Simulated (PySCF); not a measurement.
# One molecule, several mistakes: B2CH8Si

Calculated results; nothing here was measured. The program is PySCF 2.14.0, an open-source quantum chemistry code, run on an isolated molecule that a program drew, which may never have been made. The molecule is B2CH8Si (charge 0, singlet), drawn as the SMILES string `BC[SiH2]B`.

Each row is a Hartree-Fock (HF) and frozen-core CCSD(T) single point in the cc-pV(D+d)Z basis, meant for a local HF minimum. Run 1 is clean. Each other run has one planted mistake out of seven kinds, and not every kind appears here: one electron removed, one electron added, multiplicity raised by two, geometry at a saddle point, minimal basis STO-3G, one bond length entered in bohr, all coordinates scaled. The reference is restricted for singlets and unrestricted otherwise, and also for a bond in bohr. Adding or removing an electron swaps singlet and doublet. Electrons count all cores. HOMO and LUMO are orbital energies over both spins, the gradient is its largest component, and the lowest frequency (negative if imaginary) is given only where the gradient is small. Bond lengths are over the 11 bonds as drawn. T1 is the CCSD diagnostic: over 0.02 (restricted) or 0.045 (unrestricted) a single reference is doubtful.

Geometry of the clean run:
```xyz
12
B2CH8Si, angstrom
B    -2.2263    1.2347   -0.2762
C    -2.7175    0.6604    1.0854
Si   -2.2031   -1.1664    1.2834
B    -0.1930   -1.4501    1.4861
H    -1.1025    1.6496   -0.3977
H    -2.9337    1.2230   -1.2483
H    -3.8062    0.6813    1.1909
H    -2.2603    1.1684    1.9417
H    -2.7462   -1.9684    0.1559
H    -2.8278   -1.6843    2.5323
H     0.3080   -2.5138    1.2428
H     0.5300   -0.5834    1.8964
```

```
run  electrons  basis functions  <S^2>  HOMO (eV)  LUMO (eV)  gradient (hartree/bohr)  lowest frequency (cm^-1)  mean bond (Å)  longest bond (Å)      T1  HF (hartree)  CCSD(T) (hartree)                 mistake
  1         38              105  0.000     -11.08       1.30                  6.3e-06                        61         1.4072             2.040  0.0113    -380.78776         -381.28026                no fault
  2         39              105  0.761      -0.66       6.29                  5.2e-02                         -         1.4072             2.040  0.0161    -380.77325         -381.28763      one electron added
  3         38              105  0.000     -10.75       1.18                  4.6e-02                         -         1.5127             2.193  0.0116    -380.74190         -381.24399  all coordinates scaled
  4         38               32  0.000      -9.37       6.25                  2.7e-02                         -         1.4072             2.040  0.0065    -376.37982         -376.59972    minimal basis STO-3G
  5         38              105  0.617      -9.36       1.23                  2.5e-02                         -         1.5046             2.275  0.0587    -380.66743         -381.16213                       ?
```

**Which mistake was planted in run 5, and what did it cost?**

The mean bond changes by a factor of 1.069 and the longest by 1.115, so the molecule wasn't scaled as a whole. A length L in bohr read as angstrom grows by (1/0.5292 - 1) L = 0.890 L. The 11 bonds together grew by 11 x 0.0974 = 1.071 Å, which gives L = 1.204 Å. That is the length of one of the B-H bonds, 1.204 Å in the clean geometry. So the mistake is: one bond length entered in bohr. Subtracting run 1 and multiplying by 627.51 kcal/mol a hartree, the energy moved by 75.5 kcal/mol in HF and 74.1 kcal/mol in CCSD(T).

Cautions from the logs. Run 5: T1 is over the limit, so its CCSD(T) energy is less reliable.
